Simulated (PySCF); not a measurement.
Spinor energies of Ta⁵⁵⁺ (tantalum, charge +55)

Start: [Ar]. Calculated with PySCF 2.14 in an uncontracted even-tempered set (18 s from 16 bohr⁻², ratio 2.4; 14 p from 21 bohr⁻², ratio 2.4; 4 d from 76 bohr⁻², ratio 2.6; 4 f from 110 bohr⁻², ratio 2.6): generalised Hartree-Fock with the X2C-1e Hamiltonian and a Gaussian nucleus; one run each with spin-orbit coupling (SO) switched off, then screened by Boettger's factors.

| spinor shell | electrons | ε, spin-free (eV) | ε, screened SO (eV) | weight of nominal j (screened SO) | rms radius, screened SO (bohr) |
| --- | --- | --- | --- | --- | --- |
| 1s1/2 | 2 | -71753.1 | -71734.9 | 1.000 | 0.0211 |
| 2s1/2 | 2 | -15640.2 | -15634.8 | 1.000 | 0.0844 |
| 2p1/2 | 2 | -14202.4 | -15124.4 | 1.000 | 0.0717 |
| 3s1/2 | 2 | -6083.6 | -6082.0 | 1.000 | 0.204 |
| 3p1/2 | 2 | -5638.5 | -5872.6 | 1.000 | 0.194 |
| 3p3/2 | 4 | -5638.5 | -5541.5 | 1.000 | 0.206 |

Q: Where does 2p3/2 lie, and what is the 2p spin-orbit splitting (screened SO)?

A: At -13827.0 eV, 1297.4 eV above 2p1/2.

```json
{"quantity": "E (hartree)", "spin-free": "-12539.76652", "screened SO": "-12556.64996"}
{"quantity": "M_J", "spin-free": "0", "screened SO": "0"}
{"quantity": "⟨J²⟩", "spin-free": "0.000", "screened SO": "0.000"}
{"quantity": "⟨L²⟩", "spin-free": "0.000", "screened SO": "0.052"}
{"quantity": "⟨S²⟩", "spin-free": "0.000", "screened SO": "0.052"}
```

Breit and QED terms are absent; they matter most for the inner s and p1/2 levels.

Densities and radii are taken from the X2C orbitals without a picture-change correction, which distorts them close to the nucleus.

Without spin-orbit coupling the j labels of p, d and f shells carry no meaning; the spin-free column gives the mean over the occupied spinors of each nl shell.
